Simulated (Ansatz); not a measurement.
Born–Oppenheimer molecular dynamics of FH5W (7 atoms, charge 0, multiplicity 1). It starts from a relaxed structure.

Method: RKS PBE-D4/def2-SVP (Ansatz).

```
ensemble                      : NVE (velocity Verlet)
time step                     : 1 fs
steps asked                   : 166
starting velocities drawn for : 400 K
masses                        : H 10 u
seed                          : 52758
```

First frame:

```xyz
7
Properties=species:S:1:pos:R:3
W -0.307 0.307 0.383
F 0.259 -0.259 2.101
H 1.225 -0.069 -0.120
H 0.416 1.626 -0.424
H -1.626 -0.416 -0.424
H 0.069 -1.225 -0.120
H -0.037 0.037 -1.268
```

Task: How far do the bonds stretch over the last three quarters of this one trajectory? (Pairs bonded in most of those frames.)

Result: 
```
 bond  mean (Å)  spread (Å)  shortest  longest
W1–F2     1.896       0.007      1.89     1.91
W1–H3     1.661       0.010      1.64     1.68
W1–H4     1.712       0.037      1.65     1.77
W1–H5     1.710       0.012      1.69     1.73
W1–H6     1.664       0.013      1.65     1.69
W1–H7     1.699       0.018      1.67     1.73
```

Mean temperature of the second half: 199 K. The conserved energy stayed within 0.034 meV per atom of its start (net change 0.018 meV per atom), so the integration is sound. Over the second half the temperature averaged 0.50 of the 400 K drawn at the start: a run that starts near a minimum puts about half its kinetic energy into the potential. A run of 0.17 ps of so small a system gives no equilibrium averages.

Run time: 5.7 min on 1 thread of Arm Neoverse V2, on a shared host, peak memory 0.11 GiB.
